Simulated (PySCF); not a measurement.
Tb (terbium, neutral) across methods

[Xe] 4f8 6s2 7s1, high-spin 8F determinant (an excited configuration). Calculation: PySCF 2.14, in x2c-TZVPPall with one added diffuse shell each of s, p, d, f type (12s8p8d5f2g, 129 functions); scalar relativity by spin-free X2C-1e.

```tsv
method	E (hartree)	mean ε 6s α (eV)	mean ε 6s β (eV)	mean ε 7s α (eV)	Σ⟨r²⟩ (bohr²)	⟨S²⟩
UHF	-11704.11362	-9.094	-8.746	-2.064	171.4	15.765
r2SCAN	-11708.33	-7.450	-7.131	-1.458	162.3	15.760
LDA	-11699.75	-7.530	-7.240	-1.463	155.3	15.755
PBE0	-11707.99	-7.992	-7.691	-1.712	162.8	15.756
```

Spin-orbit coupling, absent here, splits the open shell strongly. The outer electron is Rydberg-like, and this basis confines it to a smaller radius and binds it less than a complete one would.
